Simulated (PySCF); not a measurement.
SMILES O=C(O)/C=C/Br, C$_{3}$H$_{3}$BrO$_{2}$

Cartesian coordinates in Å; atom numbers follow the order of the lines, from 1:
```xyz
9

O    -1.259   -1.233   -0.424
C    -0.966   -0.146    0.003
O    -1.872    0.740    0.432
C     0.405    0.384    0.126
C     1.440   -0.358   -0.249
Br    3.215    0.216   -0.136
H    -2.768    0.377    0.345
H     0.502    1.380    0.528
H     1.317   -1.354   -0.650
```

The calculation used PySCF, quadratic response CAM-B3LYP/def2-SVPD first hyperpolarisability, Taylor convention, gas phase. Geometry: GFN2-xTB.

The calculation is non-relativistic, which matters for the atoms heavier than Zn.

(1) Give the tensor of the static β(0;0,0) in the axes of these coordinates.

Answers

(1) In au, Taylor convention; rows are the first index (the induced dipole):
```
       xx     yy     zz     xy     xz     yz
x  +351.2  -53.5  -47.6  +77.0   +1.4  -10.3
y   +77.0  -31.9   -9.4  -53.5  -10.3   -1.0
z    +1.4   -1.0   -3.1  -10.3  -47.6   -9.4
```
Norm of βᵢ = ⅓ Σⱼ (βᵢⱼⱼ + βⱼᵢⱼ + βⱼⱼᵢ): 252.6 au, hyper-Rayleigh value 141.3 au.
